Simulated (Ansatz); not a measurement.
Reactions of C2H4BClS (`SB1CC1Cl`).

Gas-phase electronic energies from Ansatz, PBE0-D4/def2-TZVP geometries. CCSD(T)/CBS is the MP2 limit (def2-TZVPP, def2-QZVPP) plus CCSD(T) − MP2 in def2-TZVPP, frozen cores. This one scheme is used for every species, atoms too. Open shells (•) are unrestricted, without spin–orbit coupling. Spin–orbit coupling would lower the free atoms: a little for B, C, Cl, S. Each species was taken in one conformer, which may not be the lowest.

```
                                reaction  CCSD(T)/CBS(def2) (eV)
     `SB1CC1Cl` + H–F → `FB1CC1Cl` + H₂S                   -0.22
       `SB1CC1Cl` + H₂ → `ClC1BC1` + H₂S                       ?
`SB1CC1Cl` → B• + 2 C• + Cl• + 4 H• + S•                   34.37
     `SB1CC1Cl` + H₂O → `OB1CC1Cl` + H₂S                   -0.31
    `SB1CC1Cl` + HCl → `ClB1CC1Cl` + H₂S                    0.10
```

(1) Fill in the missing values. (Estimate.)

Largest T1 diagnostic: 0.014, for B•.

Answers

(1) Ansatz gave: `SB1CC1Cl` + H₂ → `ClC1BC1` + H₂S: +0.78 eV.
